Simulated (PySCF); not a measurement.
**Ce(OH)4 relaxed at several levels**

Computed with PySCF 2.14.0, def2-SVP on the ligands, density fitting, scalar-relativistic core potentials, no spin-orbit coupling, vacuum. Each row is relaxed at its own level from the same template. Distances are means of the shortest metal–ligand contacts, charges and spins Mulliken's; removal energies are rigid, with the ligand's formal charge and no counterpoise, so too large; for an anion taken off a cation in vacuum most of it is the attraction of opposite charges, and multiply charged cations can part far more cheaply with an electron moved from ligand to metal. lcecp potentials hold a fixed number of 4f electrons in the core, out of states, spins and gaps.

| level | basis on the metal | point group | M–OH (Å) | charge on M (e) | removal of one OH (eV) | strongest infrared band, degenerate modes summed (cm⁻¹) | unstable modes (below −25 cm⁻¹) |
| --- | --- | --- | --- | --- | --- | --- | --- |
| PBE0 | lcecp-2-SVP with ECP46 | Td | 2.071 | 1.49 | 11.39 | 342 | 0 |

Task: What does the calculation give for B3LYP, lcecp-2-SVP with ECP46?

Result: point group: Td, M–OH (Å): 2.084, charge on M (e): 1.41, removal of one OH (eV): 11.42, unstable modes (below −25 cm⁻¹): 0.
```xyz
9

Ce    0.0000    0.0000    0.0000
O     1.3166    1.0795    1.2012
H     1.9193    1.5854    1.7516
O    -1.3166   -1.0795    1.2012
H    -1.9193   -1.5854    1.7516
O     1.0795   -1.3166   -1.2012
H     1.5854   -1.9193   -1.7516
O    -1.0795    1.3166   -1.2012
H    -1.5854    1.9193   -1.7516
```

One start shape was tried for each, so a minimum needn't be the lowest isomer.
